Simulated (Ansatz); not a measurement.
Species: C3H13NSi2, charge 0, multiplicity 1. 
Structure (B3LYP-D3(BJ)/def2-TZVP (Ansatz, a program for electronic structure) minimum search):
```
N
C 1 1.4508
H 2 1.0908 1 110.80
H 2 1.0958 3 107.76 1 120.91
H 2 1.0998 3 107.57 4 115.63
C 1 1.4519 2 113.00 3 177.29
H 6 1.0901 1 110.39 2 -176.41
H 6 1.0958 7 107.89 1 -120.59
H 6 1.1000 7 108.02 8 -115.95
Si 1 1.7308 2 121.12 3 -27.67
H 10 1.4859 1 106.43 2 168.25
H 10 1.4968 11 106.20 7 -101.65
Si 10 2.3461 11 110.55 12 -118.64
H 13 1.4872 10 108.60 11 55.65
H 13 1.4879 14 106.92 10 -119.07
C 13 1.8826 14 110.40 15 -119.23
H 16 1.0912 13 111.34 14 60.50
H 16 1.0913 17 108.32 13 -121.65
H 16 1.0914 17 108.23 18 -116.58
```
Charge 0, spin multiplicity 1.

Quantity: vertical triplet-singlet gap (E(triplet) - E(singlet); each state is the SCF solution reached for its spin; for the triplet T1 is 0.080), in kJ/mol. Correlated levels leave the core frozen unless marked. Open shells are spin-unrestricted. Spin-orbit coupling is left out. No relativistic terms. 

```json
[
 {"level": "HF/aug-cc-pV(D+d)Z", "program": "Ansatz", "vertical triplet-singlet gap (kJ/mol)": "453.5"},
 {"level": "HF/aug-cc-pV(T+d)Z", "program": "Ansatz", "vertical triplet-singlet gap (kJ/mol)": "453.6"},
 {"level": "SVWN5/def2-TZVPD", "program": "Ansatz", "vertical triplet-singlet gap (kJ/mol)": "424.2"},
 {"level": "PBE/def2-TZVPD", "program": "Ansatz", "vertical triplet-singlet gap (kJ/mol)": "429.3"},
 {"level": "r2SCAN/def2-TZVPD", "program": "Ansatz", "vertical triplet-singlet gap (kJ/mol)": "446.5"},
 {"level": "B3LYP/def2-TZVPD", "program": "Ansatz", "vertical triplet-singlet gap (kJ/mol)": "469.1"},
 {"level": "PBE0/def2-TZVPD", "program": "Ansatz", "vertical triplet-singlet gap (kJ/mol)": "464.5"},
 {"level": "BHLYP/def2-TZVPD", "program": "Ansatz", "vertical triplet-singlet gap (kJ/mol)": "497.2"},
 {"level": "CAM-B3LYP/def2-TZVPD", "program": "Ansatz", "vertical triplet-singlet gap (kJ/mol)": "498.6"},
 {"level": "wB97M-V/def2-TZVPD", "program": "Ansatz", "vertical triplet-singlet gap (kJ/mol)": "507.3"},
 {"level": "wB97X-V/def2-TZVPD", "program": "Ansatz", "vertical triplet-singlet gap (kJ/mol)": "520.1"},
 {"level": "B2PLYP/def2-TZVPD", "program": "Ansatz", "vertical triplet-singlet gap (kJ/mol)": "492.1"},
 {"level": "MP2/aug-cc-pV(D+d)Z", "program": "Ansatz", "vertical triplet-singlet gap (kJ/mol)": "541.3"},
 {"level": "RI-MP2/aug-cc-pV(T+d)Z", "program": "Ansatz", "vertical triplet-singlet gap (kJ/mol)": "555.0"},
 {"level": "SCS-MP2/aug-cc-pV(D+d)Z", "program": "Ansatz", "vertical triplet-singlet gap (kJ/mol)": "545.5"},
 {"level": "CCSD/aug-cc-pV(D+d)Z", "program": "Ansatz", "vertical triplet-singlet gap (kJ/mol)": "496.8"},
 {"level": "CCSD(T)/aug-cc-pV(D+d)Z", "program": "Ansatz", "vertical triplet-singlet gap (kJ/mol)": "491.8"}
]
```
